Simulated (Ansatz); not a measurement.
Basis sets compared for the cluster Rb₂Br. The state is a doublet with charge 0. Geometry PBE0-D4/def2-TZVP. Ansatz on 4 threads of Arm Neoverse V2 on a shared host; times are rough, and most runs start from earlier orbitals.

```tsv
atom	x (Å)	y (Å)	z (Å)
Rb1	-0.832	-1.561	-1.518
Rb2	-0.714	1.586	1.552
Br3	1.546	-0.025	-0.034
```

In the def2 sets Rb takes a core potential, while STO-3G treats all electrons; there is no spin–orbit coupling. At HF/STO-3G the highest occupied level of the charge 0 doublet lies above zero (up to 2.58 eV). In Hartree–Fock with STO-3G the lack of diffuse functions raises the level. The structure comes from a short search, and lower isomers may exist.

STO-3G and 6-31G are all-electron sets without relativity, so their totals don't compare with the def2 sets.

Binding counts from free atoms (Rb doublet, Br doublet) in the same basis, without a counterpoise term.

```
              level  functions  energy (Eh)  HOMO (eV)  LUMO (eV)  binding per atom (eV)  wall time
          HF/STO-3G         62   -8360.0108       2.58       6.54                      –     0.45 s
       HF/def2-TZVP        114   -2620.1357      -3.56      -0.09                   1.20     0.85 s
    PBE-D4/def2-SVP         80   -2621.7416      -2.37      -1.89                   1.55      1.6 s
   PBE-D4/def2-TZVP        114   -2622.0553      -2.36      -1.80                   1.54      2.6 s
r2SCAN-D4/def2-TZVP        114   -2622.4593      -2.31      -1.53                   1.59        6 s
   PBE0-D4/def2-SVP         80   -2621.8330      -2.71      -1.34                   1.55      2.6 s
  PBE0-D4/def2-TZVP        114   -2622.1460      -2.71      -1.24                   1.55      7.5 s
```

(1) Estimate the rows for PBE-D4/def2-TZVPD, r2SCAN-D4/def2-TZVPD, PBE0-D4/def2-TZVPD.

Answers

(1) 
```tsv
level	functions	energy (Eh)	HOMO (eV)	LUMO (eV)	binding per atom (eV)	wall time
PBE-D4/def2-TZVPD	123	-2622.0558	-2.35	-1.79	1.54	2.9 s
r2SCAN-D4/def2-TZVPD	123	-2622.4599	-2.31	-1.52	1.59	7 s
PBE0-D4/def2-TZVPD	123	-2622.1465	-2.70	-1.24	1.55	3.4 s
```
